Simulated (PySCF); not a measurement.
Compound: C₆H₉F.
Atom-mapped SMILES: `[CH2:1]=[C:2]1[CH2:3][CH2:4][C@@H:5]1[CH2:6][F:7]` (hydrogens: H8, H9 on C1; H10, H11 on C3; H12, H13 on C4; H14 on C5; H15, H16 on C6)

Computed with PySCF at PBE0/pcSseg-1 and wB97X-D/def2-SVPD, non-relativistic, on one gas-phase PBE0-D3(BJ)/def2-SVP geometry that isn't relaxed in the solvent. The solvent is an IEF-PCM continuum (Bondi radii, 1.10 Å for H, scaled by 1.2). The model holds no explicit solvent molecules, cavitation or dispersion.

Gas phase at PBE0/pcSseg-1: HOMO -7.33 eV, LUMO -0.06 eV, dipole 1.60 D.

What does the continuum do to the energy, the frontier levels and the dipole at PBE0/pcSseg-1 in chloroform and methanol?

```tsv
solvent	ε	E(solvent) − E(gas) (kcal/mol)	polarisation term (kcal/mol)	distortion of the solute (kcal/mol)	HOMO (eV)	LUMO (eV)	dipole (D)
chloroform	4.711	-2.36	-2.52	0.16	-7.23	0.05	1.79
methanol	32.61	-3.22	-3.51	0.29	-7.21	0.08	1.85
```

Polarisation term: ½ Σ q·V over the induced surface charges. Distortion: the rise of the solute's own energy as its density leaves the gas-phase optimum. From chloroform to methanol the lowering changes by a factor 1.36, Onsager's factor (ε − 1)/(2ε + 1) by 1.34 and ε itself by 6.9.

Which radius a makes the point-dipole formula ΔE = −[(ε − 1)/(2ε + 1)]·μ²/a³ give the value in methanol, with the gas-phase dipole?

μ = 0.629 au and |ΔE| = 0.00512 Eh give a = 1.76 Å; the farthest nucleus lies 3.00 Å from the centroid of the nuclei, so such a sphere wouldn't even hold the nuclei. The formula assumes a rigid point dipole at the centre of a sphere.

Which ESP-fitted charges (PBE0/pcSseg-1) respond most in chloroform (means over atoms taken as equivalent)?

| atoms | environment | gas (e) | solvent (e) | change |
| --- | --- | --- | --- | --- |
| C1 | terminal =CH2 carbon | -0.645 | -0.668 | -0.023 |
| F7 | alkyl fluorine | -0.242 | -0.264 | -0.022 |
| C4 | four-membered-ring carbon | -0.362 | -0.374 | -0.012 |
| C3 | allylic carbon | -0.026 | -0.015 | +0.011 |
| H9 | vinylic hydrogen | +0.220 | +0.231 | +0.011 |
| H15 | methylene hydrogen | +0.075 | +0.084 | +0.009 |

Gas phase at wB97X-D/def2-SVPD: HOMO -9.20 eV, LUMO 1.67 eV, dipole 1.66 D.

What does the continuum do to the energy, the frontier levels and the dipole at wB97X-D/def2-SVPD in chloroform?

```csv
solvent,ε,E(solvent) − E(gas) (kcal/mol),polarisation term (kcal/mol),distortion of the solute (kcal/mol),HOMO (eV),LUMO (eV),dipole (D)
chloroform,4.711,-2.48,-2.68,0.20,-9.09,1.78,1.89
```

How does the static polarisability (wB97X-D/def2-SVPD, frozen core, with the continuum's full static response) change?

| medium | isotropic (au) | principal values (au) | ⟨r²⟩ of the electrons (bohr²) |
| --- | --- | --- | --- |
| gas | 71.2 | 57.7, 71.7, 84.2 | 832.0 |
| chloroform | 88.1 | 72.3, 86.7, 105.2 | 832.1 |

The isotropic value in chloroform is 1.24 times the gas-phase one; no cavity-field correction is applied. ⟨r²⟩ is taken about the centre of nuclear charge.

Shape of the structure used: `[CH2:1]=[C:2]1[CH2:3][CH2:4][C@@H:5]1[CH2:6][F:7]`: C4–C5–C6–F7 70°.

The pairwise dispersion term of wB97X-D wasn't added to the energies; at a given geometry it leaves orbitals and properties as they are.
